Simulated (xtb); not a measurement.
A run for xtb: GFN-FF on C2H6Si (SMILES C=C[SiH3]).

```
$ xtb mol.xyz --gfnff --sp --chrg 0 --uhf 0
9

C     -1.23747745    -0.74295252     0.56467587
C     -0.67124763     0.18659183    -0.20237116
Si     1.16913400     0.45022429    -0.31633094
H     -2.31316816    -0.87650363     0.61372244
H     -0.64730852    -1.41397811     1.17998334
H     -1.32364751     0.82563366    -0.79395961
H      1.85441166    -0.52409718     0.56534356
H      1.52903598     1.82796966     0.10012890
H      1.64026763     0.26711202    -1.71119243
```

Output:

```
[...]
           -------------------------------------------------
          |                Calculation Setup                |
           -------------------------------------------------



          ==================== Thresholds ====================
          CN  :   150.00000
          rep :   500.00000
          disp:  2500.00000
          HB1 :   250.00000
          HB2 :   450.00000

          Pauling EN used:
          Z : 1  EN :  2.20
          Z : 6  EN :  2.55
          Z :14  EN :  1.90
          electric field strengths (au): 0.000

           -------------------------------------------------
          |           Force Field Initialization            |
           -------------------------------------------------

          distances ...
          ----------------------------------------
          generating topology and atomic info file ...
          pair mat ...
          computing topology distances matrix with Floyd-Warshall algo ...
          making topology EEQ charges ...
          #fragments for EEQ constrain: 1
          ----------------------------------------
          generating topology and atomic info file ...
          pair mat ...
          computing topology distances matrix with Floyd-Warshall algo ...
          making topology EEQ charges ...
          #fragments for EEQ constrain: 1
          rings ...
          # BATM   32
          # H in HB   6
          doing iterative Hueckel for 1 subsystem(s) ...

  atom   neighbors  erfCN metchar sp-hybrid imet pi  qest     coordinates
    1  C       3    2.80   0.00         2    0    1  -0.060   -2.338493   -1.403977    1.067083
    2  C       3    2.78   0.00         2    0    1  -0.055   -1.268474    0.352607   -0.382426
    3  Si      4    3.46   0.05         3    0    0   0.044    2.209343    0.850801   -0.597779
    4  H       1    0.97   0.00         0    0    0   0.028   -4.371254   -1.656352    1.159767
    5  H       1    0.97   0.00         0    0    0   0.028   -1.223236   -2.672031    2.229845
    6  H       1    0.97   0.00         0    0    0   0.027   -2.501331    1.560221   -1.500366
    7  H       1    0.95   0.01         0    0    0  -0.004    3.504330   -0.990400    1.068344
    8  H       1    0.95   0.01         0    0    0  -0.004    2.889459    3.454362    0.189216
    9  H       1    0.95   0.01         0    0    0  -0.004    3.099657    0.504769   -3.233685

          #atoms :   9
          #bonds :   8
          #angl  :   12
          #tors  :   12
          #nmol  :   1
          #optfrag :   1
           -------------------------------------------------
          |                   G F N - F F                   |
          |          A general generic force-field          |
          |                  Version 1.0.3                  |
           -------------------------------------------------
          Number of HB bonds (bound hydrogen)     78
          Number of HB bonds (unbound hydrogen)   30
          Number of XB bonds                      0

 E+G (total)                   0 d,  0 h,  0 min,  0.000 sec
 distance/D3 list               ...        0 min,  0.000 sec (  0.718%)
 non bonded repulsion           ...        0 min,  0.000 sec ( 14.364%)
 dCN                            ...        0 min,  0.000 sec (  4.159%)
 EEQ energy and q               ...        0 min,  0.000 sec ( 11.884%)
 D3                             ...        0 min,  0.000 sec ( 12.086%)
 EEQ gradient                   ...        0 min,  0.000 sec (  2.786%)
 bonds                          ...        0 min,  0.000 sec (  7.288%)
 bend and torsion               ...        0 min,  0.000 sec ( 10.561%)
 bonded ATM                     ...        0 min,  0.000 sec (  5.918%)
Note: The following floating-point exceptions are signalling: IEEE_UNDERFLOW_FLAG IEEE_DENORMAL
normal termination of xtb
 HB/XB (incl list setup)        ...        0 min,  0.000 sec ( 26.257%)

         :::::::::::::::::::::::::::::::::::::::::::::::::::::
         ::                     SUMMARY                     ::
         :::::::::::::::::::::::::::::::::::::::::::::::::::::
         :: total energy              -1.220805352690 Eh    ::
         :: gradient norm              0.027900769187 Eh/a0 ::
         ::.................................................::
         :: bond energy               -1.283494872165 Eh    ::
         :: angle energy               0.016920028486 Eh    ::
         :: torsion energy             0.000099657630 Eh    ::
         :: repulsion energy           0.051620201727 Eh    ::
         :: electrostat energy        -0.002585688434 Eh    ::
         :: dispersion energy         -0.003343416387 Eh    ::
         :: HB energy                 -0.000000000333 Eh    ::
         :: XB energy                  0.000000000000 Eh    ::
         :: bonded atm energy         -0.000021263214 Eh    ::
         :: external energy            0.000000000000 Eh    ::
         :: add. restraining           0.000000000000 Eh    ::
         :: total charge               0.000000000000 e     ::
         :::::::::::::::::::::::::::::::::::::::::::::::::::::

           -------------------------------------------------
          |                Property Printout                |
           -------------------------------------------------

molecular dipole:
                 x           y           z       tot (Debye)
 q only:        0.035       0.008      -0.004       0.091

           -------------------------------------------------
          | TOTAL ENERGY               -1.220805352690 Eh   |
          | GRADIENT NORM               0.027900769187 Eh/α |
           -------------------------------------------------
########################################################################
[WARNING] Runtime exception occurred
-1- gfnff_setup: Could not read topology file.
########################################################################

------------------------------------------------------------------------
------------------------------------------------------------------------
 total:
 SCF:
```

The run finished.

Cost: very roughly 0.020 core-seconds.
